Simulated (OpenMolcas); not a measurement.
**Ru3+: effect of the metal basis**

Ru3+ with its 6 nearest fluoride ions at 2.056 Å, on the Y site of Cs2NaYF6 (a = 9.075 Å, distance in the model lattice 2.178 Å). The rest of the host is ab initio model potentials to 7.6 Å and point charges beyond; the distance is set by hand and nothing relaxes.

| Item | Value |
| --- | --- |
| Program | OpenMolcas 26.06 |
| Method | SS-CASPT2, IPEA 0.25 Eh, imaginary shift 0.1 Eh (closed shells correlated: 4s 4p and the ligand valence shells) |
| Spin-orbit coupling | state interaction with AMFI integrals over the reference wave functions |

Fixed: ligand basis ANO-RCC-VDZP, active space 5 electrons in 5 orbitals (4d), DKH2 Hamiltonian.

States (labels of O, the rotations of Oh). Energies in cm-1 above the lowest state or level, χT in cm3 K/mol; under a threefold ground state the first gap can be a small split of the lowest multiplet, not the spin-orbit step; 10Dq and B are least-squares fits to the states below 45000 cm-1, weighted by degeneracy, with a free offset, and given where the rms deviation is under 5 % of |10Dq| (or 100 cm-1) and under 700 cm-1.

```json
{"Run": "A", "Metal basis": "ANO-RCC-VDZP", "Ground state": "2T2", "First state of that spin": "2A2 17350", "10Dq": "21057", "B (rms of fit)": "609 (416)", "First gap with spin-orbit (degeneracies)": "2030 (2, 4)", "χT at 300 K": "0.652", "First state of another spin": "6A1 9330", "Cost": "roughly 3 core-minutes"}
{"Run": "B", "Metal basis": "ANO-RCC-VTZP", "Ground state": "2T2", "First state of that spin": "2A2 16740", "10Dq": "20532", "B (rms of fit)": "575 (487)", "First gap with spin-orbit (degeneracies)": "2000 (2, 4)", "χT at 300 K": "0.661", "First state of another spin": "6A1 9460", "Cost": "roughly 17 core-minutes"}
```

Against A, |10Dq| changes by -2.5 % in B.

Costs are those of the CASPT2 steps.

Roots that are degenerate in the reference are averaged as groups; the widest CASPT2 spread within a group is 680 cm-1 (the 3-fold group of multiplicity 4 near 54400 cm-1 above the lowest state of its run, B). Shifts and gaps below about the spread of the groups concerned are not significant. Over all roots computed the reference weight is 0.71 to 0.72 in A, 0.70 to 0.72 in B; a low but even weight reflects the number of correlated electrons. An orbital triplet at a regular site is open to Jahn-Teller coupling, which can distort the site and quench the lowest spin-orbit gaps and is left out. This shell can be high or low spin here, a state of another spin lies low, and with metal d orbitals alone active their balance is uncertain, so the ground spin may be wrong, although the usual error favours high spin. Ligand-to-metal charge-transfer states are missing. With no ligand orbital active B as a rule stays too high, so bands that hang on it stand too high and its fall with covalency is understated. With one d shell and no ligand orbital active, 10Dq can be off by a tenth or more. The least metal-like active orbital is 85 % on the metal (Löwdin) and no ligand orbital is active, so the numbers are rough (holds for A). No measured value stands beside these numbers; the geometry was set by hand and not optimised.
